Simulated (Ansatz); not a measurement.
Reaction (substitution at a C–O bond): `C[O][Al]([OH])[OH]` + `CB(C)N` → `CNB(C)C` + `[OH][Al]([OH])[OH]`

Isolated molecules relaxed with PBE0-D4/def2-TZVP in Ansatz; ΔE leaves out vibrations. CCSD(T)/CBS is the MP2 limit (def2-TZVPP, def2-QZVPP) plus CCSD(T) − MP2 in def2-TZVPP, frozen cores. Functionals use def2-TZVPP. One conformer a species, not always the lowest.

`C[O][Al]([OH])[OH]`:

Z-matrix (Å, degrees):
```
C
O 1 1.399
H 1 1.095 2 110.0
H 1 1.096 2 112.5 3 -120.6
H 1 1.095 2 110.0 3 118.7
Al 2 1.678 1 134.3 3 120.6
O 6 1.689 2 119.4 1 -0.0
O 6 1.689 2 120.5 1 180.0
H 7 0.955 6 122.5 2 -180.0
H 8 0.955 6 122.3 2 -0.0
```

`CB(C)N`:

Cartesian coordinates in Å:
```
C 1.326 -0.345 0.594
B -0.057 -0.123 -0.133
C -0.971 1.111 0.229
N -0.478 -1.031 -1.110
H 1.870 -1.233 0.260
H 1.980 0.521 0.450
H 1.183 -0.431 1.676
H -0.431 2.051 0.071
H -1.902 1.162 -0.342
H -1.234 1.096 1.292
H 0.062 -1.835 -1.381
H -1.348 -0.941 -1.606
```

`CNB(C)C`:

```xyz
15

C     1.861    0.374   -0.956
N     0.869   -0.496   -0.376
B    -0.366   -0.183    0.203
C    -0.905    1.296    0.319
C    -1.249   -1.372    0.756
H     2.825    0.282   -0.446
H     2.020    0.155   -2.018
H     1.540    1.411   -0.876
H     1.127   -1.470   -0.409
H    -0.236    2.081   -0.037
H    -1.156    1.524    1.361
H    -1.845    1.391   -0.236
H    -0.800   -2.362    0.627
H    -2.229   -1.389    0.265
H    -1.455   -1.240    1.823
```

`[OH][Al]([OH])[OH]`:

Z-matrix (Å, degrees):
```
Al
O 1 1.689
O 1 1.689 2 120.0
O 1 1.689 2 120.0 3 -180.0
H 2 0.955 1 122.4 3 0.0
H 3 0.956 1 122.5 2 -180.0
H 4 0.956 1 122.4 2 0.0
```

```json
{"level": "B97M-V", "ΔE (eV)": "-0.22"}
{"level": "r2SCANh-D4", "ΔE (eV)": "-0.24"}
{"level": "PBE", "ΔE (eV)": "-0.24"}
{"level": "r2SCAN", "ΔE (eV)": "-0.23"}
{"level": "CAM-B3LYP", "ΔE (eV)": "-0.20"}
{"level": "HF/def2-SVP", "ΔE (eV)": "-0.08"}
{"level": "CCSD/def2-TZVPP", "ΔE (eV)": "-0.25"}
{"level": "HF/CBS(def2)", "ΔE (eV)": "-0.11"}
```

(1) What does CCSD(T)/CBS give? (An estimate is asked.)

Largest T1 diagnostic among the species: 0.012.

## Answers

(1) The calculation gave: -0.28 eV. The listed levels differ from it by 0.06, 0.04, 0.04, 0.05, 0.08, 0.20, 0.03, 0.17 eV.

At CCSD(T), def2-SVP lies +0.07 eV from the extrapolated value and def2-TZVPP +0.01 eV. Leaving LDA and LC-ωPBE aside and taking each functional with its dispersion term where it has one, the values, not all of them listed here, spread over 0.08 eV, from revPBE-D4 to BHLYP-D4. LDA lies −0.07 eV from PBE without D4.
